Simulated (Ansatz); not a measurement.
```tsv
atom	x (Å)	y (Å)	z (Å)
Al	0.0000	0.0000	0.0000
Li	2.2603	0.0000	0.8227
Li	-1.1301	1.9575	0.8227
Li	-1.1301	-1.9575	0.8227
```

Basis set: pcseg-2 (spherical functions). Charge 0, multiplicity 3.

Computed with Ansatz (development build ahead of 0.2.0); each method stands on the lowest determinant of its kind that the runs found.

The atomization energy at this shape (free ground-state atoms in the same class of orbitals less the molecule, no zero-point energy) of triplet AlLi3:

```json
{"method": "ROHF", "atomization energy": "75.7 kJ/mol"}
```

Problem. What does UHF give?

Solution. 81.9 kJ/mol. Caution: other spin multiplicities may lie lower.

The shape needn't be a minimum at these levels.
